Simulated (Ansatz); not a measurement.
Mulliken charges of `[CH3][GeH][F]` radical from PBE/def2-TZVPP in Ansatz (PBE0-D4/def2-TZVP geometry).

```
atom   x (Å)   y (Å)   z (Å)  charge (e)
  C1  -0.620   0.495  -0.339      -0.385
 Ge2   0.934  -0.674  -0.140       0.408
  F3   0.385  -2.003   0.862      -0.345
  H4  -0.335   1.407  -0.865       0.113
  H5  -0.988   0.748   0.658       0.124
  H6  -1.407  -0.013  -0.896       0.121
  H7   2.093  -0.027   0.673      -0.036
```

Task: By hand: the dipole of these point charges (1 e Å = 4.8032 D).

Result: Σ q r = (0.081, 0.477, -0.373) e Å, of length 0.611 e Å = 2.93 D.

Task: How does the dipole of the full density compare? (An estimate is asked.)

Result: Computed: (-0.045, 0.413, -0.232) e Å, 2.29 D; the point charges give 1.28 times that, at 16° from its direction.

Point charges leave out the atoms' own dipoles, such as those of lone pairs, and Mulliken's split depends on the basis, so the two needn't agree.
